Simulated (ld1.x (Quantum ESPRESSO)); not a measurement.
**Transferability test, PAW potential for Re**

```json
{
 "Element": "Re",
 "Generator": "ld1.x (Quantum ESPRESSO) 7.5",
 "Type": "PAW",
 "Functional": "LDA (PZ)",
 "Relativity": "scalar-relativistic",
 "Frozen core": "[Kr] 4d10",
 "Valence charge": "29",
 "Reference configuration": "4f14 5s2 5p6 5d5 6s2 6p0",
 "Partial waves": "5s (bound): rcut 1.45, rcutus 2.00 bohr; 6s (bound): rcut 1.45, rcutus 2.00 bohr; 5p (bound): rcut 1.60, rcutus 2.05 bohr; 6p (bound, empty): rcut 1.60, rcutus 2.05 bohr; 5d (bound): rcut 1.25, rcutus 1.65 bohr; 5d channel at 0.1 Ry: rcut 1.25, rcutus 1.65 bohr; 4f (bound): rcut 0.65, rcutus 0.70 bohr; 4f channel at -0.7 Ry: rcut 0.65, rcutus 0.70 bohr",
 "Local potential": "all-electron potential smoothed inside 0.55 bohr (lloc = -1)",
 "Core correction": "a·sin(br)/r model core, default radius (ld1.x builds one for every PAW set, though the input has nlcc=.false.)",
 "Augmentation charge": "PSQ, inside the norm-conserving radii"
}
```

Energies are relative to the spin-unpolarised reference configuration 4f14 5s2 5p6 5d5 6s2 6p0; without spin polarisation the order of configurations can differ from experiment. Not all tests gave a result: test run stopped at test 5 of 9 (negative rho). The frozen-core shift is the all-electron ΔE with the core orbitals held at their reference shape minus the fully relaxed ΔE.

Its overlap operator is not positive definite in a basis up to 400 Ry (lowest eigenvalue s -0.32, p -0.91), so the file is unfit for use: the generalised eigenproblem breaks down once the basis is large enough, and its test numbers describe a broken file.

```json
{"valence configuration": "4f14 5s2 5p6 5d5 6s1 6p0", "charge": "+1", "ΔE all-electron (eV)": "9.516", "error AE − PS (meV)": "+14", "frozen-core shift (meV)": "+3.0"}
{"valence configuration": "4f14 5s2 5p6 5d5 6s0 6p0", "charge": "+2", "ΔE all-electron (eV)": "26.196", "error AE − PS (meV)": "-6.7", "frozen-core shift (meV)": "+7.8"}
{"valence configuration": "4f14 5s2 5p6 5d4 6s0 6p0", "charge": "+3", "ΔE all-electron (eV)": "53.640", "error AE − PS (meV)": "-17", "frozen-core shift (meV)": "+9.9"}
{"valence configuration": "4f14 5s2 5p6 5d6 6s0 6p0", "charge": "+1", "ΔE all-electron (eV)": "9.722", "error AE − PS (meV)": "-5.1", "frozen-core shift (meV)": "+8.0"}
```

Levels in the configuration 4f14 5s2 5p6 5d5 6s0 6p0:

```tsv
level	all-electron (eV)	pseudo (eV)
4f	-59.349	-59.343
5s	-102.242	-102.242
5p	-63.951	-63.954
5d	-21.727	-21.728
```

Note: ghost state, extra bound levels that the all-electron valence spectrum of the same l lacks: d at -76.1 eV (s, p not tested). A true bound ghost makes a file unfit for plane-wave use.
